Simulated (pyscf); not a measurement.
Structures and frequencies: ωB97X-D3(BJ)/def2-SVP in PySCF.

SMILES: [O]=[Mo](=[O])([OH])[O][SiH3]
```xyz
10

O      0.1242     1.8227    -1.9451
Mo    -0.5549     1.1890    -0.5598
O     -0.5174     2.3716     0.6148
O     -2.3250     0.6889    -0.8814
O      0.4343    -0.2737     0.0025
Si     1.7197    -0.9195     0.8675
H     -2.7413     0.6161    -1.7491
H      2.9663    -0.7572     0.0721
H      1.8403    -0.1994     2.1642
H      1.4396    -2.3610     1.0981
```
Charge 0, spin multiplicity 1.

Problem. What is the homolytic dissociation enthalpy (298 K, ωB97M-D3(BJ)/def2-TZVP) of the Mo–O bond of `[O]=[Mo](=[O])([OH])[O][SiH3]`, to [O=Mo(=O)–OH]• + •O–SiH₃?

Solution. Mo–O to [O=Mo(=O)–OH]• + •O–SiH₃: 457.2 kJ/mol. The 7 functionals that were run give +453.7 (M06-2X) to +477.7 kJ/mol (ωB97X-D3(BJ)/def2-TZVP). The radicals are drawn with the spin at the cut bond; how far it spreads was not checked. •O–SiH₃ lies 104.0 kJ/mol over its isomer HO–SiH₂• (electronic energy, ωB97M-D3(BJ)/def2-TZVP). Other isomers of [O=Mo(=O)–OH]• were not searched in full and may lie lower. Open-shell species with a d-block atom are single-reference here; other states, and whether the spin sits on metal or ligand, were not checked. Elements past Kr carry the def2 core potentials, without spin-orbit coupling.
